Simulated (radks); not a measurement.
Task: Hg+, 79 electrons, occupied as [Xe] 4f14 5d10 6s1. Calculated with a radial shooting solver on a logarithmic mesh with Libxc functionals: Dirac Kohn-Sham, SOGGA, spin-unpolarised, spherical densities, finite nucleus; Fermi nuclear charge, rms radius 5.4648 fm. Some entries of the table are withheld. Estimate them.

orbital  occ.  eigenvalue (Ry)  <1/r> (bohr^-1)
1s1/2       2              (1)            97.47
2s1/2       2        -1080.623            24.01
2p1/2       2        -1037.270              (2)
2p3/2       4        -894.2037              (3)
3s1/2       2        -256.8924            8.811
3p1/2       2              (4)            8.727
3p3/2       4              (5)            7.535
3d3/2       4        -172.9306            7.435
3d5/2       6        -166.1386            7.165
4s1/2       2        -56.96487            3.734
4p1/2       2        -48.53784              (6)
4p3/2       4        -40.88083              (7)
4d3/2       4        -27.06755            3.011
4d5/2       6        -25.63975            2.916
5s1/2       2         -9.31887            1.524
4f5/2       6         -7.85843            2.553
4f7/2       8         -7.55025            2.516
5p1/2       2              (8)            1.398
5p3/2       4              (9)            1.244
5d3/2       4         -1.46428           0.9201
5d5/2       6         -1.32628           0.8810
6s1/2       1         -1.07506           0.5094
6p1/2       0             (10)           0.3967
6p3/2       0             (11)           0.3510

Result: 
(1) 1s1/2 eigenvalue (Ry): -6098.616
(2) 2p1/2 <1/r> (bohr^-1): 23.98
(3) 2p3/2 <1/r> (bohr^-1): 19.41
(4) 3p1/2 eigenvalue (Ry): -237.2702
(5) 3p3/2 eigenvalue (Ry): -205.5844
(6) 4p1/2 <1/r> (bohr^-1): 3.625
(7) 4p3/2 <1/r> (bohr^-1): 3.211
(8) 5p1/2 eigenvalue (Ry): -6.53496
(9) 5p3/2 eigenvalue (Ry): -5.19005
(10) 6p1/2 eigenvalue (Ry): -0.60372
(11) 6p3/2 eigenvalue (Ry): -0.51324
